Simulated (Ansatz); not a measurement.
A nudged elastic band was laid between two geometries of C₃H₅BSi (10 atoms, charge 0, multiplicity 1).

These are results of UKS PBE-D4/def2-SVP in Ansatz, not measurements.

| Item | Value |
| --- | --- |
| movable images | 5 |
| climbing image | yes |
| spring | 5.0 eV/Å² |
| optimiser | quadratic models (default) |
| start path | through a guess of the saddle point |
| force threshold | 0.05 eV/Å |
| iteration limit | 60 |
| end points | relaxed |

First end point:

```xyz
10
Properties=species:S:1:pos:R:3
B -0.864 0.404 -0.865
C -0.604 -0.920 -1.365
C 0.200 -0.750 -0.236
C 1.066 -0.838 0.817
Si 0.381 0.807 1.001
H -1.455 1.451 -0.972
H -0.762 -1.727 -2.085
H 1.721 -1.642 1.166
H -0.715 1.120 1.978
H 1.115 2.042 0.565
```

Last end point:

```xyz
10
Properties=species:S:1:pos:R:3
B -0.826 0.504 -0.731
C -0.447 -0.959 -0.825
C 0.565 -1.367 0.126
C 1.218 -0.201 0.373
Si 0.105 1.248 0.889
H -1.219 1.190 -1.655
H -0.625 -1.599 -1.713
H 0.882 -2.388 0.402
H -0.321 0.918 2.292
H 0.750 2.602 0.845
```

**Question.** Which bonds break or form, and what moves?

**Answer.** Bonds broken: B1–C3, C3–Si5, C4–H8. Bonds formed: C3–H8.

**Question.** What energy profile does the band end with?

**Answer.** The forces met the threshold. The highest image is number 4 of 0 to 6, 2.54 eV above the first end and 1.53 eV above the last; the last end lies 1.01 eV above the first. Neighbouring images differ by up to 1.5 eV, so the band resolves the path poorly. A vibrational analysis at the climbing image gives one clearly imaginary mode, 1050i cm⁻¹: a first-order saddle point. The orbitals were unrestricted but ended closed-shell.

```csv
image,path coordinate (Å),energy (eV),B1–C3 (Å),C3–Si5 (Å),C4–H8 (Å)
0,0.00,0.00,1.69,2.00,1.09
1,0.60,0.10,1.79,2.07,1.10
2,1.21,0.28,2.03,2.20,1.10
3,1.81,1.08,2.12,2.25,1.15
4,2.41,2.54,2.32,2.40,1.56
5,3.17,1.26,2.44,2.59,2.11
6,3.92,1.01,2.48,2.76,2.21
```

**Question.** What is the geometry of the highest image?

**Answer.** 
```xyz
10
Properties=species:S:1:pos:R:3
B -0.779 0.568 -0.931
C -0.413 -0.896 -1.060
C 0.650 -1.088 -0.160
C 1.572 -0.438 0.528
Si 0.268 1.092 0.766
H -1.667 1.148 -1.525
H -0.950 -1.702 -1.580
H 0.808 -1.762 0.846
H -0.473 0.697 2.016
H 1.067 2.329 1.102
```

The run took 4.1 min on 2 threads of AMD EPYC 7R43 64-Core Processor (Zen 3), on a shared host, peak memory 0.27 GiB.
